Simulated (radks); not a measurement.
Initial-state core-level shifts of neutral nickel when its valence configuration changes from [Ar] 3d8 4s2. Method: scalar-relativistic Kohn-Sham, r2SCAN, spin-polarised, spherical densities, finite nucleus; open shells are filled with parallel spins first; meta-GGA in the generalised Kohn-Sham scheme; Fermi nuclear charge, rms radius 3.7757 fm; computed with a radial shooting solver on a logarithmic mesh with Libxc functionals. Shifts are changes of the shell-averaged eigenvalues in eV (positive: less bound); the change of the density at the nucleus, which sets a Mossbauer isomer shift, is in e/bohr^3, on a base of 1.977e+04.

valence,1s,2s,2p,3s,density at nucleus
3d8 4s1 4p1,-1.484,-1.402,-1.406,-1.492,-6.683
3d7.5 4s2 4p0.5,-4.068,-4.388,-4.364,-3.996,+2.784
3d9 4s1,+5.235,+5.801,+5.755,+5.299,-9.633
3d8 4p2,-3.286,-3.083,-3.095,-3.282,-14.634
3d8.5 4s1.5,+2.769,+3.078,+3.054,+2.778,-5.267
3d10,+8.389,+9.338,+9.258,+8.661,-16.451
3d6 4s2 4p2,-17.449,-19.108,-19.001,-16.532,+13.001
3d8 4s1.5 4p0.5,-0.887,-0.840,-0.843,-0.885,-3.294
3d9 4p1,+3.189,+3.912,+3.856,+3.251,-16.029
